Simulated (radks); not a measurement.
The numbers below are computed, except where a source is named.
Species: Tm XVI. Configuration: [Kr] 4d10 4f8.

Code: a radial shooting solver on a logarithmic mesh with Libxc functionals. Model: scalar-relativistic Kohn-Sham, PBEsol, spin-polarised, spherical densities, finite nucleus; open shells are filled with parallel spins first (spin-orbit coupling, left out, can overturn this in heavy ions); Fermi nuclear charge, rms radius 5.2256 fm.

Energy parts (Ry):
part                       energy
total                 -26972.0218
kinetic                29319.5764
electron-nucleus      -64957.4550
Hartree                 9204.3001
exchange-correlation    -538.4434

Orbitals (lengths in bohr, moments of r in powers of bohr; r(max) is where P^2 peaks):
| orbital | occ. | eigenvalue (Ry) | r(max) | <1/r> | <r^2> |
|---|---|---|---|---|---|
| 1s down | 1 | -4379.636 | 0.01262 | 79.04 | 0.0005489 |
| 1s up | 1 | -4379.634 | 0.01262 | 79.04 | 0.0005489 |
| 2s up | 1 | -759.3144 | 0.07192 | 18.42 | 0.008521 |
| 2s down | 1 | -759.3057 | 0.07191 | 18.42 | 0.008520 |
| 2p up | 3 | -673.4897 | 0.05855 | 16.96 | 0.006947 |
| 2p down | 3 | -673.4839 | 0.05855 | 16.96 | 0.006946 |
| 3s up | 1 | -189.7207 | 0.2034 | 6.797 | 0.05585 |
| 3s down | 1 | -189.4405 | 0.2032 | 6.804 | 0.05575 |
| 3p up | 3 | -163.7183 | 0.2003 | 6.340 | 0.05628 |
| 3p down | 3 | -163.4389 | 0.2001 | 6.348 | 0.05615 |
| 3d up | 5 | -131.5449 | 0.1633 | 6.007 | 0.04688 |
| 3d down | 5 | -131.3307 | 0.1631 | 6.015 | 0.04673 |
| 4s up | 1 | -56.52572 | 0.4622 | 2.912 | 0.2727 |
| 4s down | 1 | -55.99353 | 0.4623 | 2.908 | 0.2731 |
| 4p up | 3 | -47.84085 | 0.4823 | 2.677 | 0.3051 |
| 4p down | 3 | -47.32062 | 0.4823 | 2.673 | 0.3056 |
| 4d up | 5 | -36.27658 | 0.4941 | 2.406 | 0.3465 |
| 4d down | 5 | -35.76378 | 0.4943 | 2.400 | 0.3478 |
| 4f up | 7 | -23.32028 | 0.4636 | 2.044 | 0.4115 |
| 4f down | 1 | -22.79785 | 0.4651 | 2.035 | 0.4178 |

The highest occupied level is 4f down at -310.18 eV. The spin density at the nucleus is -21.09 e/bohr^3 (1s 0.09, 2s -2.50, 3s -28.79, 4s 10.10). The electron density at the nucleus is 1e+06 e/bohr^3 (large components only). For comparison, the ionisation energy in NIST's Atomic Spectra Database is 352 eV (theoretical). In exact Kohn-Sham theory the highest level is minus the ionisation energy, but local and semilocal functionals leave it too shallow, through self-interaction and a potential that decays too fast; potentials with the right tail come closer. Summed over all electrons, <r^2> = 10.12 bohr^2, which gives a Langevin (diamagnetic) susceptibility term of -8.02 x 10^-6 cm^3/mol.
